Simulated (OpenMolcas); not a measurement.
**Cu2+: input and output**

Cu2+ among 6 point charges of -1.43 e arranged as an octahedron (Oh), 1.91 Å from the ion. With inversion symmetry the input lists one of each pair of outer charges.

Input:

```
&GATEWAY
Coord
1

Cu 0.0 0.0 0.0
Basis=ANO-RCC-VDZP
Group=XYZ
NoMove
AngMom=0.0 0.0 0.0
AMFI
XField
3 Angstrom 0
1.910000 0.000000 0.000000 -1.430000
0.000000 1.910000 0.000000 -1.430000
0.000000 0.000000 1.910000 -1.430000
&SEWARD
* reference wave functions (RASSCF and RASSI steps not shown): 9 electrons in 5 orbitals (3d)
>>> COPY JOB001 $Project.JobIph
&CASPT2
Multistate=5 1 2 3 4 5
NoMult
Frozen=2 3
IPEA=0.25
Imaginary=0.1
MaxIter=60
WThr=0.0 0.3 0.05
PrWF=0.5
NoMix
```

Launched by
```bash
OMP_NUM_THREADS=1 MOLCAS_MEM=1689 MOLCAS_PROJECT=a pymolcas a.inp > a.log  # once for each step of the input, in one work folder
```

Output, cut to the results:

```
--- CASPT2 ---
Orbital specifications:
      -----------------------

      Symmetry species                           1   2
                                                ag  au
      Frozen orbitals                            2   3
      Inactive orbitals                          1   3
      Active orbitals                            5   0
      Secondary orbitals                         7  13
      Deleted orbitals                           0   0
      Number of basis functions                 15  19
Type of calculation                        SS-CASPT2
      Fock operator                              state-specific
      IPEA shift                                 0.25
      Real shift                                 0.00
      Imaginary shift                            0.10
      The input orbitals will be transformed to quasi-canonical
Reference energy:       -1656.9754817895
      E2 (Non-variational):      -0.5273405029
      Shift correction:          -0.0001226702
      E2 (Variational):          -0.5274631731
      Total energy:           -1657.5029449626
      Residual norm:              0.0000006935
      Reference weight:           0.93160
      Contributions to the CASPT2 correlation energy
      Active & Virtual Only:         -0.3027362056
      One Inactive Excited:          -0.1750570268
      Two Inactive Excited:          -0.0495472705
Reference energy:       -1656.9754817895
      E2 (Non-variational):      -0.5273384398
      Shift correction:          -0.0001227034
      E2 (Variational):          -0.5274611433
      Total energy:           -1657.5029429328
      Residual norm:              0.0000003599
      Reference weight:           0.93160
      Contributions to the CASPT2 correlation energy
      Active & Virtual Only:         -0.3027346931
      One Inactive Excited:          -0.1750565321
      Two Inactive Excited:          -0.0495472147
::    CASPT2 Root  1     Total energy:  -1657.50294496
::    CASPT2 Root  2     Total energy:  -1657.50294293
::    CASPT2 Root  3     Total energy:  -1657.48621106
::    CASPT2 Root  4     Total energy:  -1657.48621106
::    CASPT2 Root  5     Total energy:  -1657.48621079
```

Spin-orbit levels above the lowest (labels of O, the rotations of Oh), with the averaged single-state CASPT2 energies on the diagonal:

```csv
E (cm-1),Degeneracy,Label,2S+1,g
0,4,Γ8,2,
3090,2,Γ7,2,2.00 2.00 2.00
4590,4,Γ8,2,
```

An orbital doublet at a regular site is open to a Jahn-Teller distortion, which this geometry leaves out. The ground term spreads over less than 5000 cm-1, several times less than with real ligands, so orbital moments are less quenched and χT lies further from the spin-only value than at real sites. Free-ion shares, where given, are those of the reference states; single-state CASPT2 does not remix them. Point charges carry no covalency, so the field is a model and not that of real ligands. No measured value stands beside these numbers.

The CASPT2 steps took 0.52 s on 1 thread of Intel(R) Xeon(R) Platinum 8488C (Sapphire Rapids), on a shared host; the integral step is not counted.
